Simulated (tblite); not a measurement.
Parent: `[NH2:1][SiH2:2][CH2:3][SiH2:4][SiH3:5]` with H–N1–Si2–C3 47° and -176°, N1–Si2–C3–Si4 174°, Si2–C3–Si4–Si5 -63°, CH11NSi3.

Computed geometry: GFN2-xTB, gas phase. One conformer each, not checked by frequencies here.

```tsv
coordinate of the parent	value
N1–Si2	1.725 Å
Si2–C3	1.896 Å
C3–Si4	1.900 Å
Si4–Si5	2.305 Å
N1–Si2–C3	106.1°
Si2–C3–Si4	115.0°
C3–Si4–Si5	112.0°
```

Q: How does the shared frame change in `[NH2:1][Si@@H:2]([CH2:3][SiH2:4][SiH3:5])[CH:6]([F:7])[F:8]` with H–N1–Si2–C3 57° and -162°, N1–Si2–C3–Si4 -74°, Si2–C3–Si4–Si5 -68°, N1–Si2–C6–F7 57°, C2H11F2NSi3? Atoms pair as N1 = N1, Si2 = Si2, C3 = C3, Si4 = Si4, Si5 = Si5 (parent first).

A: 
```json
{"parent": "N1–Si2", "relative": "N1–Si2", "value in the relative": "1.718 Å", "change": "-0.007"}
{"parent": "Si2–C3", "relative": "Si2–C3", "value in the relative": "1.888 Å", "change": "-0.008"}
{"parent": "C3–Si4", "relative": "C3–Si4", "value in the relative": "1.905 Å", "change": "+0.005"}
{"parent": "Si4–Si5", "relative": "Si4–Si5", "value in the relative": "2.308 Å", "change": "+0.003"}
{"parent": "N1–Si2–C3", "relative": "N1–Si2–C3", "value in the relative": "108.8°", "change": "+2.7"}
{"parent": "Si2–C3–Si4", "relative": "Si2–C3–Si4", "value in the relative": "113.9°", "change": "-1.1"}
{"parent": "C3–Si4–Si5", "relative": "C3–Si4–Si5", "value in the relative": "111.2°", "change": "-0.8"}
```

Of the parent's bonds, N1–Si2 and Si2–C3 change most and about equally (-0.008 to -0.007 Å). Bonds of the relative outside the shared frame: Si2–C6 1.934, C6–F7 1.366, C6–F8 1.364 Å. Point group C1 → C1.

Q: How does the shared frame change in `[CH2:1]=[N:2][Si@@H:3]([NH2:4])[CH2:5][SiH2:6][SiH3:7]` with C1–N2–Si3–N4 120°, N2–Si3–N4–H 154° and 17°, N2–Si3–C5–Si6 73°, Si3–C5–Si6–Si7 -70°, C2H12N2Si3? Atoms pair as N1 = N4, Si2 = Si3, C3 = C5, Si4 = Si6, Si5 = Si7 (parent first).

A: 
| parent | relative | value in the relative | change |
| --- | --- | --- | --- |
| N1–Si2 | N4–Si3 | 1.727 Å | +0.002 |
| Si2–C3 | Si3–C5 | 1.903 Å | +0.007 |
| C3–Si4 | C5–Si6 | 1.901 Å | +0.001 |
| Si4–Si5 | Si6–Si7 | 2.305 Å | 0.000 |
| N1–Si2–C3 | N4–Si3–C5 | 115.8° | +9.7 |
| Si2–C3–Si4 | Si3–C5–Si6 | 116.0° | +1.0 |
| C3–Si4–Si5 | C5–Si6–Si7 | 112.1° | +0.1 |

Of the parent's bonds, Si2–C3 changes most (+0.007 Å). Bonds of the relative outside the shared frame: C1=N2 1.245, N2–Si3 1.731 Å. Point group C1 → C1.

Q: How does the shared frame change in `[CH3:1][NH:2][Si@H:3]([NH2:4])[CH2:5][SiH2:6][SiH3:7]` with C1–N2–Si3–N4 -55°, N2–Si3–N4–H -62° and 75°, N2–Si3–C5–Si6 177°, Si3–C5–Si6–Si7 -61°, C2H14N2Si3? Atoms pair as N1 = N4, Si2 = Si3, C3 = C5, Si4 = Si6, Si5 = Si7 (parent first).

A: 
| parent | relative | value in the relative | change |
| --- | --- | --- | --- |
| N1–Si2 | N4–Si3 | 1.727 Å | +0.002 |
| Si2–C3 | Si3–C5 | 1.890 Å | -0.006 |
| C3–Si4 | C5–Si6 | 1.897 Å | -0.003 |
| Si4–Si5 | Si6–Si7 | 2.304 Å | -0.001 |
| N1–Si2–C3 | N4–Si3–C5 | 107.7° | +1.6 |
| Si2–C3–Si4 | Si3–C5–Si6 | 113.5° | -1.5 |
| C3–Si4–Si5 | C5–Si6–Si7 | 113.6° | +1.6 |

Of the parent's bonds, Si2–C3 changes most (-0.006 Å). Bonds of the relative outside the shared frame: C1–N2 1.443, N2–Si3 1.729 Å. Point group C1 → C1.
